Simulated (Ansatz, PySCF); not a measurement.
Dissociation curve of GaCl, singlet.

RKS-PBE = restricted PBE/cc-pVTZ in PySCF; UKS-PBE = unrestricted PBE/cc-pVTZ (PySCF); RKS-BHandHLYP = restricted BHandHLYP/cc-pVTZ run with PySCF; UCCSDT(Q) = CCSDT(Q) on UHF/cc-pVTZ, cores with 3d frozen (Ansatz, an electronic-structure program).

Energies relative to the lowest point of each curve near equilibrium, in mEh; the last columns give the difference from UCCSDT(Q):

```
R / Å  RKS-PBE  UKS-PBE  RKS-BHandHLYP  UCCSDT(Q)  RKS-PBE − UCCSDT(Q)  UKS-PBE − UCCSDT(Q)  RKS-BHandHLYP − UCCSDT(Q)
-----  -------  -------  -------------  ---------  -------------------  -------------------  -------------------------
1.65     175.3    175.3          175.7      186.7                -11.3                -11.3                      -11.0
1.77      88.8     88.8           87.9       94.5                 -5.7                 -5.7                       -6.6
1.88      42.9     42.9           41.6       45.3                 -2.5                 -2.5                       -3.7
1.99      17.1     17.1           16.1       17.8                 -0.7                 -0.7                       -1.8
2.09       5.2      5.2            4.5        5.2                  0.0                  0.0                       -0.7
2.14       2.1      2.1            1.6        2.0                  0.1                  0.1                       -0.3
2.22       0.0      0.0            0.0        0.0                  0.0                  0.0                        0.0
2.27       0.1      0.1            0.4        0.3                 -0.2                 -0.2                        0.1
2.34       1.7      1.7            2.4        2.2                 -0.5                 -0.5                        0.1
2.42       5.0      5.0            6.1        6.0                 -1.0                 -1.0                        0.1
2.56      13.2     13.2           15.0       15.0                 -1.8                 -1.8                        0.0
2.75      27.0     27.0           29.5       29.9                 -3.0                 -3.0                       -0.4
2.99      45.2     45.2           48.7       49.9                 -4.7                 -4.7                       -1.2
3.32      68.4     68.4           73.2       75.5                 -7.1                 -7.1                       -2.3
3.60      84.9     84.9           91.1       94.3                 -9.4                 -9.4                       -3.2
3.93     100.8    100.8          108.9      113.1                -12.4                -12.4                       -4.3
4.41     117.6    117.4          129.2      134.9                -17.3                -17.5                       -5.7
4.87     128.4    127.4          143.9          —                    —                    —                          —
5.40     136.6    133.9          156.4          —                    —                    —                          —
5.96     142.1    137.9          165.9          —                    —                    —                          —
6.68     146.5    140.9          174.3          —                    —                    —                          —
7.72         —    143.4          182.1          —                    —                    —                          —
8.87         —    145.1          187.7          —                    —                    —                          —
```

RKS-PBE is furthest from UCCSDT(Q) at 4.41 (-17.3 mEh, below); its mean absolute difference over the points is 4.6 mEh.

UKS-PBE is furthest from UCCSDT(Q) at 4.41 (-17.5 mEh, below); its mean absolute difference over the points is 4.6 mEh.

RKS-BHandHLYP is furthest from UCCSDT(Q) at 1.65 (-11.0 mEh, below); its mean absolute difference over the points is 2.4 mEh.

A dash means that the run gave no value there, or that the column was ended at a point which the program doubted or which failed a test of continuity chosen for this set; such a test can also cut sound points.

The restricted form behind RKS-PBE, RKS-BHandHLYP keeps the bonding electrons paired and can't separate into open-shell fragments. The unrestricted determinant behind UKS-PBE is spin-contaminated at 4.41 to 8.87 Å (<S²> up to 0.6, against 0.00 for a pure singlet). At the longest distance UKS-PBE, RKS-BHandHLYP leaves fractional charges on the fragments, a sign of delocalisation error or of the restricted form. The unrestricted determinant behind UCCSDT(Q) is spin-contaminated at 4.87 to 8.87 Å (<S²> up to 1.0, against 0.00 for a pure singlet).
